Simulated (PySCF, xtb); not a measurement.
TeCl₄, SMILES Cl[Te](Cl)(Cl)Cl.

Harmonic wavenumbers (cm⁻¹) from GFN2-xTB (xtb 6.7.1) at its own minimum, in rising order: 43, 100, 135, 156, 161, 267, 306, 334, 358.

Problem. What does B3LYP-D3(BJ)/def2-SVP (PySCF) give at its own minimum? (An estimate is asked for; the answer gives what the named calculation found.)

Solution. 69, 88, 137, 137, 156, 291, 335, 357, 363. Paired by order, the mean absolute difference is 16 cm⁻¹ and the zero-point energies are 2.7 and 2.8 kcal/mol.
